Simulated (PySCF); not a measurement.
## NMR parameters of ZnF2

ZnF2, F2Zn, point group D∞h.

Bonds: Zn1-F2 1.729 Å, Zn1-F3 1.729 Å.

GIAO calculations in PySCF on the PBE0-D3(BJ)/def2-SVP structure: isolated species, non-relativistic, equivalent atoms averaged; basis pcSseg-1 (pcSseg-2 on Zn).

Task: Give the isotropic shieldings (ppm) with B3LYP, PBE, PBE0.

Result: 
```csv
atoms,environment,B3LYP,PBE,PBE0
Zn1,Zn bonded to 2 F,1697,1645,1728
F2/F3,fluorine bonded to Zn,435.7,414.9,443.8
HOMO–LUMO gap (eV),–,7.85,5.55,8.59
```

Task: And the chemical shifts, against references computed in the same way?

Result: 
| atoms | nucleus, reference | B3LYP | PBE | PBE0 |
| --- | --- | --- | --- | --- |
| F2/F3 | $^{19}$F, CFCl3 | -263.8 | -270.2 | -266.6 |

Task: Which part of the shielding of Zn1 depends on the functional?

Result: Diamagnetic: B3LYP 2520, PBE 2520, PBE0 2520 ppm; paramagnetic: B3LYP -823, PBE -875, PBE0 -791 ppm. The diamagnetic part, set mainly by inner electrons, hardly moves; the paramagnetic part goes with low-lying magnetically allowed excitations and carries the spread.

Task: What couplings does PBE/pcJ-1 (pcSseg-1 on Zn) give?

Result: $^{2}J$(F2,F3) = -381.1 Hz (averaged over equivalent pairs; isotopes $^{19}$F).

Unscaled 19F shifts against computed CFCl3 carry errors that often reach 10 to 50 ppm.
